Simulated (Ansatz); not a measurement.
One change: `C[SiH2][GaH2]` becomes `C[SiH2]P`.

Ansatz, PBE0-D4/def2-TZVP geometries, multiplicity 1. Each molecule was computed in one conformer, which needn't be the lowest.

Scalar relativity is left out up to krypton.

```tsv
property	`C[SiH2][GaH2]`
size of the dipole moment (PBE/def2-TZVPP) / D	0.97
LUMO energy (PBE/def2-TZVPP) / eV	-2.80
HOMO energy (PBE/def2-TZVPP) / eV	-6.26
HOMO energy (B3LYP/def2-TZVPP) / eV	-7.13
LUMO energy (B3LYP/def2-TZVPP) / eV	-2.26
HOMO–LUMO gap (PBE/def2-TZVPP) / eV	3.46
```

(1) Give the same properties after the change, and the shifts. (Best estimate.)

## Answers

(1) The calculation gave: 
| property | `C[SiH2]P` | shift |
| --- | --- | --- |
| size of the dipole moment (PBE/def2-TZVPP) / D | 0.96 | -0.01 |
| LUMO energy (PBE/def2-TZVPP) / eV | -0.51 | 2.29 |
| HOMO energy (PBE/def2-TZVPP) / eV | -6.30 | -0.04 |
| HOMO energy (B3LYP/def2-TZVPP) / eV | -7.19 | -0.06 |
| LUMO energy (B3LYP/def2-TZVPP) / eV | 0.11 | 2.37 |
| HOMO–LUMO gap (PBE/def2-TZVPP) / eV | 5.79 | 2.33 |

With PBE0 the HOMO falls by 0.09 eV and the LUMO rises by 2.34 eV, so the gap widens by about 2.43 eV. PBE moves the HOMO by -0.04 eV and ωB97M-V by -0.16 eV. Dipoles are sizes alone; their direction can turn.

B3LYP here is the variant with VWN-RPA as its local correlation; programs differ in this.
